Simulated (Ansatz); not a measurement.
Species: BO, charge 1, singlet. BO+ (parent SMILES [B]=O, singlet).
B3LYP-D3(BJ)/def2-TZVP minimum from Ansatz (a quantum-chemistry and plane-wave program):
```xyz
2

B      0.0000     0.0000    -0.7313
O      0.0000     0.0000     0.4571
```
Charge +1, spin multiplicity 1.

Total energies in cc-pV5Z, 8 correlated electrons, 2 frozen orbitals. Open shells are spin-unrestricted; no spin-orbit coupling. Cores are frozen in correlated methods. No relativity. The T1 diagnostic of BO+ (parent SMILES [B]=O, singlet) reaches 0.055 in the sets run. The spin of BO+ (parent SMILES [B]=O, singlet) was assumed, and the state is the lowest solution found for it.

| method | program | energy (Eh) | minus CCSDT(Q) (mEh) |
|---|---|---|---|
| HF | Ansatz | -99.07657 | 356.22 |
| MP2 | Ansatz | -99.42282 | 9.97 |
| CCSD | Ansatz | -99.40972 | 23.07 |
| CCSD(T) | Ansatz | -99.43014 | 2.65 |
| CCSDT(Q) | Ansatz | -99.43279 | 0.00 |

Rough core times of Ansatz's runs on a shared machine: CCSD(T) 30 s, CCSDT(Q) 20 min.
